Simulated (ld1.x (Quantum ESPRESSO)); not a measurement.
**Which change was made? (Sc, RRKJ)**

```
Element                 : Sc (Z = 21)
Generator               : ld1.x (Quantum ESPRESSO) 7.5
Type                    : norm-conserving RRKJ (Kleinman–Bylander form)
Functional              : PBE
Relativity              : scalar-relativistic
Frozen core             : [Ne]
Valence charge          : 11
Reference configuration : 3s2 3p6 3d1 4s2 4p0
Partial waves           : 3p (bound): rc 1.20 bohr; 3d (bound): rc 2.00 bohr; 3s (bound): rc 1.20 bohr
Local potential         : the s channel
Core correction         : none
```

Occupied shells without a wave of their own: 4s. They enter only through the test configuration that unscreens the potential.

Cutoffs, loose and tight: the cutoffs (Ry, on a coarse ladder) from which the occupation-weighted sum of valence levels, in a spherical-Bessel basis at the reference potential, stays within 10 and 1 mRy of its value at 400 Ry. They do not see the model core or the augmentation charge, which bear on the density cutoff. Test errors are all-electron minus pseudo excitation energies from the reference, over the configurations 3s2 3p6 3d1 4s1 4p0; 3s2 3p6 3d1 4s0 4p0; 3s2 3p6 3d0 4s0 4p0; 3s2 3p6 3d1 4s0 4p1; 3s2 3p6 3d1 4s1.5 4p0; 3s2 3p6 3d0 4s2 4p1; 3s2 3p6 3d2 4s1 4p0; variants that change the core or the reference have their own tests.

The base gives: outcome: generated; cutoff, loose: 100 Ry; cutoff, tight: 160 Ry; bound ghosts: none; largest test error (meV): -224.

Problem. After one change the result is: outcome: generated; cutoff, loose: 100 Ry; cutoff, tight: 160 Ry; bound ghosts: none; largest test error (meV): +308. Which change was it?
A. wave 3d (bound): rc 2.00 bohr becomes 3d (bound): rc 1.52 bohr
B. wave 3d (bound): rc 2.00 bohr becomes 3d (bound): rc 2.60 bohr
C. wave 3d (bound): rc 2.00 bohr becomes 3d (bound): rc 2.98 bohr

Solution. B. The others give: wave 3d (bound): rc 2.00 bohr becomes 3d (bound): rc 1.52 bohr → outcome: generated; cutoff, loose: 100 Ry; cutoff, tight: 160 Ry; bound ghosts: none; largest test error (meV): -322 | wave 3d (bound): rc 2.00 bohr becomes 3d (bound): rc 2.98 bohr → outcome: generated; cutoff, loose: 100 Ry; cutoff, tight: 160 Ry; bound ghosts: none; largest test error (meV): +466.
